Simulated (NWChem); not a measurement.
System: C$_{2}$H$_{8}$OSi; SMILES C[SiH](C)O

Here is an NWChem input.

```
start job
memory heap 200 mb stack 900 mb global 1100 mb
geometry units angstroms noautosym nocenter noautoz
  Si     0.100985    -0.000157     0.341544
  C     -0.844042    -1.544210    -0.189784
  C     -0.840098     1.546186    -0.190113
  O      1.675328    -0.002239    -0.237698
  H      0.274322    -0.000209     1.817832
  H     -0.990316    -1.585335    -1.276670
  H     -0.314544    -2.455288     0.111213
  H     -1.838410    -1.567300     0.274152
  H     -0.308238     2.455971     0.110633
  H     -0.986321     1.587423    -1.277001
  H     -1.834377     1.571948     0.273874
  H      1.779353    -0.002726    -1.199191
end
basis spherical
  Si library 6-31g*
  C library 6-31g*
  O library 6-31g*
  H library 6-31g*
end
dft
  xc xpbe96 cpbe96
  iterations 150
end
cosmo
  do_cosmo_smd true
  solvent acetone
end
task dft energy
```

Structure relaxed at the B3LYP/6-31G* (spherical d) level. Solvent: acetone.

Level: PBE/6-31G* with SMD (1 M gas to 1 M solution), gas-phase geometry. Reactions with the solvent are ignored.

### Question
Give the results of this calculation. (PBE/6-31G* (spherical d), SMD on the gas-phase geometry.) Quantities: solvation free energy (kcal/mol); cavity-dispersion-structure term (kcal/mol); dipole in solution (D).

### Answer
- solvation free energy (kcal/mol) = -4.4
- cavity-dispersion-structure term (kcal/mol) = -0.4
- dipole in solution (D) = 2.60
